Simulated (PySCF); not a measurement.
Computed shifts of a molecule C5H7F, PBE/pcSseg-1 in PySCF, GIAO, gas phase, atoms alike by connectivity averaged where their shifts nearly agree, in ppm (number of nuclei): ¹³C: 157.3 (1), 148.2 (1), 97.4 (1), 54.3 (1), 20.1 (1). ¹⁹F: -231.2 (1). ¹H: 6.92 (1), 6.71 (1), 5.73 (1), 3.38 (1), 1.51 (3). References: ¹³C against TMS (σ = 182.0 ppm); ¹⁹F against CFCl3 (σ = 133.6 ppm); ¹H against TMS (σ = 31.49 ppm), references at their B3LYP-D3(BJ)/def2-TZVP geometries, non-relativistic. Geometry optimised at B3LYP-D3(BJ)/def2-SVP. One conformer was computed; it need not be the lowest.

Pick the molecule that these values belong to.
A. C#CC(C)(C)F
B. C[C@@H]1C=C[C@@H]1F
C. CC(C)=C=CF
D. C[C@H]1C=C(F)C1

B, C[C@@H]1C=C[C@@H]1F
